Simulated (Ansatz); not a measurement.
`[F][Ag]` + HCl → `[Cl][Ag]` + H–F  (ligand exchange at the Ag–F bond)

Isolated molecules relaxed with PBE0-D4/def2-TZVP in Ansatz; ΔE leaves out vibrations. CCSD(T)/CBS is the MP2 limit (def2-TZVPP, def2-QZVPP) plus CCSD(T) − MP2 in def2-TZVPP, frozen cores. This one scheme is used for every species. DFT in def2-TZVPP. def2 core potentials past Kr. For Ag outer-core shells are correlated without core-valence functions, which leaves a few kJ/mol of doubt a bond.

| level | ΔE (kJ/mol) |
| --- | --- |
| PBE-D4 | -107.2 |
| CCSD(T)/def2-TZVPP | -118.8 |
| SCS-MP2/def2-QZVPP | -118.7 |
| CCSD/def2-QZVPP | -119.1 |

What does CCSD(T)/CBS give? (Estimate.)

The calculation gave: -119.8 kJ/mol. The listed levels differ from it by 12.6, 1.0, 1.1, 0.7 kJ/mol.

Largest T1 diagnostic among the species: 0.023, so the coupled-cluster value is less sure than usual.

From r2SCAN to r2SCAN0 (25 % exact exchange), in def2-TZVPP and without D4, ΔE moves by −11.7 kJ/mol. At CCSD(T), def2-SVP lies +7.1 kJ/mol from the extrapolated value and def2-TZVPP +1.0 kJ/mol.
